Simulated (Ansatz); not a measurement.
Start from `CO[Si]C` and change one atom or group to get `CO[Si]N`.

Ansatz, PBE0-D4/def2-TZVP geometries, multiplicity 1. Each molecule was computed in one conformer, which needn't be the lowest.

| property | `CO[Si]C` |
| --- | --- |
| ideal-gas entropy at 298 K and 1 bar (rigid rotor, harmonic PBE0-D4/def2-TZVP) / J/(mol·K) | 329 |
| size of the dipole moment (ωB97M-V/def2-TZVPP) / D | 2.13 |
| LUMO energy (B3LYP/def2-TZVPP) / eV | -1.70 |
| HOMO–LUMO gap (B3LYP/def2-TZVPP) / eV | 4.27 |
| HOMO–LUMO gap (PBE0/def2-TZVPP) / eV | 4.63 |
| HOMO energy (PBE0/def2-TZVPP) / eV | -6.14 |

Question: What does the change do to each property? (Estimate.)

Answer: Computed: 
```
                                                                                  property  `CO[Si]N`  shift
ideal-gas entropy at 298 K and 1 bar (rigid rotor, harmonic PBE0-D4/def2-TZVP) / J/(mol·K)        315    -14
                                        size of the dipole moment (ωB97M-V/def2-TZVPP) / D       0.72  -1.41
                                                       LUMO energy (B3LYP/def2-TZVPP) / eV      -0.85   0.85
                                                     HOMO–LUMO gap (B3LYP/def2-TZVPP) / eV       5.50   1.23
                                                      HOMO–LUMO gap (PBE0/def2-TZVPP) / eV       5.86   1.23
                                                        HOMO energy (PBE0/def2-TZVPP) / eV      -6.53  -0.39
```

With PBE0 the HOMO falls by 0.39 eV and the LUMO rises by 0.85 eV, so the gap widens by about 1.24 eV. PBE moves the HOMO by -0.33 eV and ωB97M-V by -0.45 eV. The zero-point energy changes by -24.0 kJ/mol with -3 modes. Dipoles are sizes alone; their direction can turn. Modes under 60 cm⁻¹, often nearly free rotors, make the harmonic entropy too high.

B3LYP here is the variant with VWN-RPA as its local correlation; programs differ in this.
